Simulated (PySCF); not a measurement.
Gas-phase reaction: 2 In(CH3)3.NH3 + 2 C5H8 (cyclic) ⇌ 2 InCH3 + 3 C4H8 (cyclic) + 2 CH3NH2. Level: ωB97M-V/def2-TZVP†; standard pressure 1 bar.

Method: PySCF energies plus ideal-gas RRHO corrections (1 bar). † marks an energy on the PBE0/def2-TZVP geometry and frequencies. All species are closed-shell singlets. In: scalar-relativistic def2 core potential, no spin-orbit coupling. Adducts (In(CH3)3.NH3) have no counterpoise correction, and HF, PBE, BLYP, B3LYP and PBE0 lack dispersion. In(CH3)3.NH3, InCH3: computed as isolated molecules; such fragments, hydroxides, amides, oligomers or adducts are transient or little studied in the gas. The harmonic model lacks anharmonicity and excited electronic states, which grow with temperature; levels with a mode under 35 cm⁻¹ are left out. Internal rotation in CH3NH2 is treated as a harmonic vibration of one conformer, which makes the entropy rough. Soft modes under 120 cm⁻¹ make the harmonic entropy rough for In(CH3)3.NH3.

| T (K) | 1000/T (1/K) | log10 K |
|---|---|---|
| 500 | 2.0000 | -20.14 |
| 600 | 1.6667 | ? |
| 800 | 1.2500 | -8.14 |
| 1000 | 1.0000 | -4.38 |
| 1200 | 0.8333 | -1.98 |
| 1400 | 0.7143 | -0.34 |

### Question
Fit log10 K = a + b·(1000/T) to the five rows, get the mean ΔH° and ΔS°, and predict log10 K at 600 K.

### Answer
Means: 1000/T = 1.1595, log10 K = -6.996. Sums of products about the means: Sxy = -16.16779, Sxx = 1.044680, so b = Sxy/Sxx = -15.48 and a = -6.996 − (-15.48)×1.1595 = 10.95.
ΔH° = −R ln 10 × 1000 K × b = −19.145 × (-15.48) = 296 kJ; ΔS° = R ln 10 × a = 210 J/K. The run's own values go from 316 kJ and 247 J/K at 500 K to 258 kJ and 178 J/K at 1400 K.
Prediction at 600 K: 10.95 + (-15.48)×1.6667 = -14.85. The computed value is -14.70, 0.15 from the line.
For scale, ΔH°(298 K) is 334 kJ at this level, 322 kJ at ωB97X-V/def2-TZVP†, and runs from 233 to 366 kJ over the 14 levels computed.
